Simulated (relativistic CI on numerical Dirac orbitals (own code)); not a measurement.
**The 3d ions of charge 5+**

These numbers are calculated, not measured: Dirac-Coulomb-Breit CI, orbitals from a KLI potential per configuration, a model potential for QED, valence Slater integrals scaled by 0.85 (own radial code, finite nucleus).

Each species is treated in one configuration, given outside its closed core, with all valence electrons in the open shell. Radial values are for the open shell of highest l, unscaled and averaged over j; ζ includes the Breit term. Labels give the leading LS character, summed over repeated terms.

```
 Ion  Configuration  Its lowest level  LS weight (%)    g_J  g√(J(J+1))  ζ (cm⁻¹)  ⟨r⟩ (bohr)  ⟨r²⟩ (bohr²)
Cr⁵⁺             3d             ²D3/2            100  0.799        1.55     359.4      0.9537         1.094
Mn⁵⁺            3d²               ³F2            100  0.666        1.63     458.8      0.9068        0.9927
Fe⁵⁺            3d³             ⁴F3/2            100  0.399        0.77     576.5      0.8647        0.9056
Co⁵⁺            3d⁴                 ?              ?      ?           ?         ?           ?             ?
Ni⁵⁺            3d⁵             ⁶S5/2            100  2.001        5.92     875.9      0.7919        0.7644
Cu⁵⁺            3d⁶               ⁵D4            100  1.499        6.71      1062      0.7603        0.7066
Zn⁵⁺            3d⁷             ⁴F9/2             99  1.332        6.63      1276      0.7312        0.6555
```

Fill in the row of Co⁵⁺.

Its lowest level ⁵D0; LS weight (%) 100; g√(J(J+1)) 0.00; ζ (cm⁻¹) 714.9; ⟨r⟩ (bohr) 0.8266; ⟨r²⟩ (bohr²) 0.8302.
